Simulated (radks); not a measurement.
Values are calculated unless marked as measured or tabulated.
Trend from K to Kr: ionisation energy by Delta-SCF between NIST ground configurations, and size. Level of theory: scalar-relativistic Kohn-Sham, PBE, spin-unpolarised, spherical densities, point nucleus (a radial shooting solver on a logarithmic mesh with Libxc functionals).

\begin{tabular}{lrrrrrr}
species & configuration & IE (eV) & NIST (eV) & kind & -e(HOMO) (eV) & r at 0.001 e/bohr^3 (bohr) \\ \hline
K & [Ar] 4s1 & 4.314 & 4.341 & exp. & 2.319 (4s) & 4.39 \\
Ca & [Ar] 4s2 & 6.309 & 6.113 & exp. & 3.766 (4s) & 5.08 \\
Sc & [Ar] 3d1 4s2 & 6.897 & 6.561 & exp. & 3.233 (3d) & 4.97 \\
Ti & [Ar] 3d2 4s2 & 7.347 & 6.828 & exp. & 4.259 (3d) & 4.84 \\
V & [Ar] 3d3 4s2 & 7.197 & 6.746 & exp. & 4.702 (4s) & 4.73 \\
Cr & [Ar] 3d5 4s1 & 6.901 & 6.767 & exp. & 2.913 (3d) & 4.49 \\
Mn & [Ar] 3d5 4s2 & 8.416 & 7.434 & exp. & 5.107 (4s) & 4.54 \\
Fe & [Ar] 3d6 4s2 & 8.729 & 7.902 & exp. & 5.292 (4s) & 4.46 \\
Co & [Ar] 3d7 4s2 & 6.471 & 7.881 & exp. & 5.470 (4s) & 4.38 \\
Ni & [Ar] 3d8 4s2 & 6.319 & 7.640 & exp. & 5.643 (4s) & 4.31 \\
Cu & [Ar] 3d10 4s1 & 8.148 & 7.726 & exp. & 4.610 (4s) & 4.10 \\
Zn & [Ar] 3d10 4s2 & 9.889 & 9.394 & exp. & 5.979 (4s) & 4.19 \\
Ga & [Ar] 3d10 4s2 4p1 & 5.688 & 5.999 & exp. & 2.579 (4p) & 4.41 \\
Ge & [Ar] 3d10 4s2 4p2 & 7.444 & 7.899 & exp. & 3.895 (4p) & 4.46 \\
As & [Ar] 3d10 4s2 4p3 & 9.149 & 9.789 & exp. & 5.195 (4p) & 4.39 \\
Se & [Ar] 3d10 4s2 4p4 & 10.845 & 9.752 & exp. & 6.511 (4p) & 4.28 \\
Br & [Ar] 3d10 4s2 4p5 & 12.554 & 11.814 & exp. & 7.860 (4p) & 4.16 \\
Kr & [Kr] & 14.289 & 14.000 & exp. & 9.247 (4p) & 4.03 \\
\end{tabular}

Reference values: NIST Atomic Spectra Database (measured). Spin polarisation and multiplet splitting are left out, so open shells lie too high by an amount that depends on their filling.

Beside tabulated values, note that spin-unpolarised runs miss the spin-polarisation part of the exchange energy of open shells.
